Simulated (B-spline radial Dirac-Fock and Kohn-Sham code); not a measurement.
**EELS cross sections of the Cs O1 (5s) edge**

System: the Cs atom, [Xe] 6s1. Method: the first Born approximation with generalised oscillator strengths from a Dirac-Hartree-Slater potential (longitudinal and transverse terms; continuum final states only, so no white lines or fine structure). Computed with a radial B-spline solver. The edge is taken at 30.49 eV (orbital energy of the model).

Partial cross sections σ(β, Δ) in barn, integrated over a window Δ above the edge and up to the collection semi-angle β, for parallel illumination:

```
E₀ (kV)  β (mrad)  Δ = 25 eV  Δ = 50 eV  Δ = 100 eV  Δ = 200 eV  Δ = 300 eV
     60         5       6460       9050       11200       12400       12600
     60        10      17500      21200       24200       25900       26400
     60        50      70000      92000      110000      118000      120000
     60       100          ?          ?           ?           ?           ?
     80         5       6330       8640       10600       11700       12000
     80        20      44600      53900       58300       60300       61000
     80        50      55400      72900       88100       96600       98300
    100         5       6330       8460       10300       11300       11600
    100        10      18100      21300       23800       25200       25600
    120        10      18400      21700       23900       25300       25700
    200         5       7130       8880       10400       11300       11500
    300        20      23400      30900       37300       40100       40600
    300        50      23400      31000       37700       41800       43300
    300       100      23400      31000       37700       41800       43300
```

Q: Give the row for 60 kV and 100 mrad.

A: 70100 b for 25 eV, 92200 b for 50 eV, 111000 b for 100 eV, 123000 b for 200 eV, 128000 b for 300 eV.
